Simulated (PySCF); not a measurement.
C₇H₁₅NSi.
Atom-mapped SMILES: `[CH2:1]=[CH:2][N:3]([SiH3:4])[C@H:5]([CH3:6])[CH:7]1[CH2:8][CH2:9]1`

NICS is the negative of the GIAO shielding at a point without a nucleus: at the ring centre (0) and 1 Å above and below it (1); zz is the component along the ring normal. Level: GIAO PBE0/pcSseg-1 (PySCF, non-relativistic, gas phase) on the GFN2-xTB geometry, one conformer.

Ring bond lengths (Å), with Mayer bond orders in brackets: C7–C8 1.499 (0.96), C8–C9 1.497 (0.99), C9–C7 1.499 (0.95).

**Question.** What do the NICS probes read (ppm)?

**Answer.** 
```
    ring                                            type  NICS(0)  NICS(1), two faces  NICS(1)zz, two faces  rms pucker (Å)  centre to ring atoms, mean (Å)
C7–C8–C9  3-membered carbocycle; formal bonds all single    -43.6         -8.6 / -8.9         -20.9 / -24.0            0.00                            0.87
```

**Question.** What do they say, and how far can they be read as aromaticity?

**Answer.** 
- C7–C8–C9: mean NICS(1)zz -22.5 ppm, shielded. C7, C8, C9 have four or more neighbours; no verdict on aromaticity is drawn. The two faces differ by 3.1 ppm, so no symmetry operation interchanges them. NICS(0) lies 35 ppm below the mean NICS(1).

**Question.** What is the mean of the two in-plane components of NICS at the first NICS(1) probe listed for ring C7–C8–C9, 1 Å off the ring?

**Answer.** The isotropic value is a third of the trace: (3 × -8.6 − (-20.9))/2 = -2.4 ppm.

**Question.** List the ring angles and the Hirshfeld charges of the ring atoms.

**Answer.** 
- C7–C8–C9: C7 59.9° (-0.045 e), C8 60.0° (-0.090 e), C9 60.0° (-0.090 e); sum 180.0° against 180° for a flat convex ring.

**Question.** How shielded are the nuclei of the rings and their hydrogens (means over atoms taken as equivalent)?

**Answer.** 
```json
{"atoms": "C7", "environment": "three-membered-ring carbon", "σ isotropic (ppm)": "166.1"}
{"atoms": "C8", "environment": "three-membered-ring carbon", "σ isotropic (ppm)": "177.6"}
{"atoms": "C9", "environment": "three-membered-ring carbon", "σ isotropic (ppm)": "181.3"}
{"atoms": "H on C7", "environment": "methine hydrogen", "σ isotropic (ppm)": "30.86"}
{"atoms": "H on C8", "environment": "methylene hydrogen", "σ isotropic (ppm)": "31.57"}
{"atoms": "H on C8", "environment": "methylene hydrogen", "σ isotropic (ppm)": "31.08"}
{"atoms": "H on C9", "environment": "methylene hydrogen", "σ isotropic (ppm)": "31.25"}
{"atoms": "H on C9", "environment": "methylene hydrogen", "σ isotropic (ppm)": "31.60"}
```

The values belong to the conformer `[CH2:1]=[CH:2][N:3]([SiH3:4])[C@H:5]([CH3:6])[CH:7]1[CH2:8][CH2:9]1`: C1–C2–N3–Si4 2°, C2–N3–C5–C6 64°, N3–C5–C7–C8 -139°.
